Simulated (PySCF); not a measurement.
Correlation energy of Sb⁺ (antimony, charge +1)

[Kr] 4d10 5s2 5p2, high-spin 3P determinant. Calculation: PySCF 2.14, in ANO-RCC-VTZP; scalar relativity by spin-free X2C-1e. Frozen: [Kr] 4d10; 4 electrons correlated.

```tsv
level	correlation energy (mhartree)
CCSD	-56.21
(T)	-1.23
CCSD(T)	-57.44
```

Diagnostics: T1 = 0.0070, D1 = 0.0191, largest double amplitude 0.091.

Problem. Is a single reference adequate?

Solution. Mostly. T1 lies below 0.03, but a double amplitude of this size points to a near-degeneracy that CCSD handles and MP2 describes poorly.
